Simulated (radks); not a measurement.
Q: These are the eigenvalues of the occupied orbitals of an atom or ion with whole-number occupations (hartree). All-electron calculation, Dirac Kohn-Sham, BLYP, spin-unpolarised, spherical densities, finite nucleus; Fermi nuclear charge, rms radius of each element as measured or else 0.836 A^(1/3) + 0.57 fm. Program: a radial shooting solver on a logarithmic mesh with Libxc functionals.

1s1/2: -2472.359
2s1/2: -424.9805
2p1/2: -406.2773
2p3/2: -359.5856
3s1/2: -97.76943
3p1/2: -89.43580
3p3/2: -79.38487
3d3/2: -65.27653
3d5/2: -63.08699
4s1/2: -20.36427
4p1/2: -16.92588
4p3/2: -14.60988
4d3/2: -8.95208
4d5/2: -8.52664
5s1/2: -3.22987
5p1/2: -2.23416
5p3/2: -1.91221
4f5/2: -1.49778
4f7/2: -1.42492
5d3/2: -0.67963

Which element is it, and in what charge state? The configuration may be excited. Open shells, if any, fill j = l - 1/2 first.

A: Z = 73, tantalum, charge +2: Ta2+ in [Xe] 4f14 5d3. The list shows which subshells hold electrons but not how many an open one holds; the 1s level, -2472.4 hartree, gives Z - s = 70.3 by -(Z - s)^2/2, which with screening and relativity narrows Z to a few neighbours, and the depths of the outer levels then fix element, charge and occupations together.
